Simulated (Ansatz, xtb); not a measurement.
Relaxing a trial structure of ClHNSiSn

The starting geometry of this gas-phase doublet was built from a drawn formula by distance geometry and a force field; its bonds are those of `[NH][Si](Cl)=[Sn]`.

```yaml
atoms:
  - { symbol: Cl, position_ang: [1.6808, -3.9405, 0.5773] }
  - { symbol: N, position_ang: [-0.8177, -1.7532, 1.1654] }
  - { symbol: Si, position_ang: [0.5052, -2.2272, 0.0886] }
  - { symbol: Sn, position_ang: [0.9015, -1.0386, -1.7901] }
  - { symbol: H, position_ang: [-1.0502, -2.3190, 2.0335] }
```

**Question.** Predict what becomes of its bonds when it is optimised with r2SCAN-D4/def2-SVP.

**Answer.** A new bond forms, giving a structure given below by its coordinates. Distances that change by over a tenth: Si3–Sn4 (2.26 → 2.60 Å). Contacts that close: N2–Sn4 (3.49 → 2.35 Å).

The energy falls by 1.63 eV over 16 steps:

```tsv
step	E − E(last) (eV)
1	1.633
3	0.607
4	0.588
6	0.497
8	0.256
9	0.094
11	0.039
13	0.002
14	0.000
16	0.000
```

Final geometry (Å):

```xyz
5

Cl    1.6937   -4.3053    1.0711
N    -0.3682   -1.8756    0.7023
Si    0.9305   -2.6503    0.0573
Sn   -0.0024   -0.5920   -1.2258
H    -1.0341   -1.8552    1.4697
```

From the same start GFN2-xTB ends elsewhere, differing in Cl1–Si3 (3.68 against 2.09 Å here), Cl1–Sn4 (2.41 against 4.68 Å here), N2–Sn4 (4.12 against 2.35 Å here).

No frequencies were run, so the end isn't proven a minimum. Open shells are spin-unrestricted. Atoms past krypton carry core potentials, without spin–orbit terms. Run with Ansatz 0.2.0, 2.9 min on 1 thread of Intel(R) Xeon(R) Processor @ 2.70GHz (shared host).
